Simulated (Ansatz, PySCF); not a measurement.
Pair of molecules: CH4O (SMILES CO) (first 6 atoms) with CH2O2 (SMILES O=CO); geometry from B3LYP-D3(BJ)/def2-TZVP, rigid monomers moved along the line of their centres of mass till O2···H11 is 2.33 Å.
(charge 0, multiplicity 1):
```xyz
11

C     -0.18960    -0.35027     0.18299
O      0.48930    -0.80552     1.35223
H     -0.90401     0.44544     0.41406
H     -0.72878    -1.20179    -0.22782
H      0.51964     0.01102    -0.56554
H      0.93740    -0.05470     1.77985
O      0.78401     1.02834     4.23698
C     -0.02639     0.39421     4.87427
O     -0.68212    -0.67350     4.44877
H     -0.31040     0.64770     5.90341
H     -0.39376    -0.86479     3.51255
```

Counterpoise-corrected where a basis set is named; no monomer relaxation.

Frozen-core correlation.

The values were computed with Ansatz (a program for electronic structure) with Gaussian orbitals; PySCF for the dispersion terms. Values without a source in brackets are computed.

PBE/def2-TZVPPD gives -6.81 kcal/mol for the interaction energy.

Question: Where do these levels fall relative to PBE: PBE-D3(BJ)/def2-TZVPPD, r2SCAN/def2-TZVPPD, B3LYP/def2-TZVPPD, wB97M-V/def2-TZVPPD, MP2/aug-cc-pVDZ, CCSD(T)/aug-cc-pVDZ.

Answer: PBE-D3(BJ)/def2-TZVPPD -0.79; r2SCAN/def2-TZVPPD -0.46; B3LYP/def2-TZVPPD 0.51; wB97M-V/def2-TZVPPD -0.52; MP2/aug-cc-pVDZ -0.07; CCSD(T)/aug-cc-pVDZ -0.10 kcal/mol. 1 of 6 lie above PBE; the widest gap is to PBE-D3(BJ)/def2-TZVPPD.
